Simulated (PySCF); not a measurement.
GaF₂Cl, SMILES [F][Ga]([F])[Cl]. Geometry optimised at ωB97X-D3(BJ)/def2-SVP.

TDA-CAM-B3LYP/def2-SVPD (PySCF) puts the lowest singlet excitations at 6.41, 6.54, 7.52, 7.66, 7.87, 7.92 eV.

**Question.** What are the lowest excitation roots from ADC(2)/aug-cc-pVDZ run with PySCF 2.14.0? (An estimate is asked for; the answer gives what the named calculation found.)

**Answer.** 7.14, 7.26, 7.96, 7.98, 8.01, 8.11 eV. S1 differs by 0.73 eV (second minus first; roots are paired by order, and the bases may differ).
